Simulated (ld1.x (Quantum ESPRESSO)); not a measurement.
Ranking ultrasoft potentials for oxygen

All share these settings but for the change named:

- Element: oxygen (O)
- Generator: ld1.x (Quantum ESPRESSO) 7.5
- Type: ultrasoft
- Functional: PBE
- Relativity: non-relativistic
- Frozen core: [He]
- Valence charge: 6
- Reference configuration: 2s2 2p4
- Partial waves: 2s (bound): rcut 0.95, rcutus 1.05 bohr; 2s channel at 3.6 Ry: rcut 0.95, rcutus 1.05 bohr; 2p (bound): rcut 1.95, rcutus 2.15 bohr; 2p channel at 0.5 Ry: rcut 1.95, rcutus 2.15 bohr; 3d channel at 0.15 Ry: rcut 1.70, rcutus 2.30 bohr; 3d channel at 2.7 Ry: rcut 1.70, rcutus 2.30 bohr
- Local potential: all-electron potential smoothed inside 1.80 bohr (lloc = -1)
- Core correction: none
- Augmentation charge: PSQ, inside the norm-conserving radii

Test errors are all-electron minus pseudo excitation energies from the reference, over 2s2 2p3; 2s2 2p2; 2s2 2p1; 2s2 2p4.3; 2s1 2p5; 2s2 2p0; 2s2 2p3.5. None of these files shows a bound ghost.

The base gives 3046.9 meV.

Of 8 variants that were run, those that failed, showed a ghost or another fault, or gave nearly equal values are left out.

A variant can come out equal or close to the base, since the largest error may sit in a test that the change hardly touches while other tests move.

(1) Rank these variants by their largest absolute test error, smallest first.
A. waves 3d channel at 0.15 Ry: rcut 1.70, rcutus 3.16 bohr; 3d channel at 2.7 Ry: rcut 1.70, rcutus 3.16 bohr
B. all radii scaled by about 0.85 (s 0.90, p 1.82, d 1.96 bohr, rcut 0.80/1.66/1.44); local potential all-electron potential smoothed inside 1.54 bohr (lloc = -1)
C. type RRKJ; waves now 2s (bound): rc 1.05 bohr; 2p (bound): rc 2.15 bohr; 3d channel at 0.15 Ry: rc 2.30 bohr; local potential all-electron potential smoothed inside 1.10 bohr (lloc = -1)
D. waves 2p (bound): rcut 1.82, rcutus 1.92 bohr; 2p channel at 0.5 Ry: rcut 1.82, rcutus 1.92 bohr

Answers

(1) D (1169.6 meV), B (2576.2 meV), A (3046.9 meV), C (10509.1 meV).
